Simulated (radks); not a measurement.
Polarisabilities and homonuclear dispersion coefficients (atomic units). Code: a radial shooting solver on a logarithmic mesh with Libxc functionals. Model: non-relativistic Kohn-Sham, LDA (Slater exchange, Perdew-Wang correlation), spin-polarised, spherical densities, point nucleus; open shells are filled with parallel spins first. Response by self-consistent Sternheimer equations with the Hartree and adiabatic LDA kernel. For heavy and open-shell atoms this level of theory can miss by tens of per cent. "Uncoupled" leaves out the induced potential. Quadrupole and octupole values are given only where no p, d or f shell is open. The Sternheimer factor gamma scales a distant field gradient at the nucleus by 1 - gamma.

species,configuration,alpha1 (bohr^3),"alpha1, uncoupled",alpha2 (bohr^5),alpha3 (bohr^7),C6,C8,Sternheimer gamma,recommended alpha1
Ca,[Ar] 4s2,148.6,277.5,3307,72690,1991,221800,4.09,160.8 +/- 4
Sc+,[Ar] 3d1 4s1,53.89,72.17,-,-,353.2,-,-,-
Ti2+,[Ar] 3d2,5.152,6.453,-,-,15.46,-,-,-
V3+,[Ar] 3d2,2.280,3.073,-,-,5.864,-,-,-
Cr4+,[Ar] 3d2,1.367,1.909,-,-,2.953,-,-,-
Mn5+,[Ar] 3d2,0.9301,1.323,-,-,1.694,-,-,-
Fe6+,[Ar] 3d2,0.6767,0.9728,-,-,1.050,-,-,-
Co7+,[Ar] 3d2,0.5138,0.7433,-,-,0.6868,-,-,-
Ni8+,[Ar] 3d2,0.4019,0.5837,-,-,0.4675,-,-,-

Recommended values: Schwerdtfeger and Nagle, table of static dipole polarisabilities (2023 update), measured or computed.
